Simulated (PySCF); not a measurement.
## CH$_{5}$BSi, SMILES `CB=[SiH2]` (charge 0, multiplicity 1)

Calculation: PBE-D3(BJ)/def2-TZVP // B3LYP-D3(BJ)/def2-TZVP (PySCF).

| Item | Value |
|---|---|
| HOMO | -4.77 eV |
| dipole moment | 2.49 D |
| HOMO–LUMO gap | 1.65 eV |
| LUMO | -3.12 eV |
| total energy | -355.1422 Ha |
| cost | roughly 21 core-seconds |

Bond lengths (Å): C1–B2 1.519, C1–H4 1.097, C1–H5 1.097, C1–H6 1.092, B2–Si3 1.867, Si3–H7 1.487, Si3–H8 1.487. Angles (°): B2–C1–H4 109.2, B2–C1–H5 109.6, B2–C1–H6 114.4, H4–C1–H5 106.0, H4–C1–H6 108.6, H5–C1–H6 108.7, C1–B2–Si3 162.1, B2–Si3–H7 109.8, B2–Si3–H8 109.8, H7–Si3–H8 111.5.
Charge 0, spin multiplicity 1.
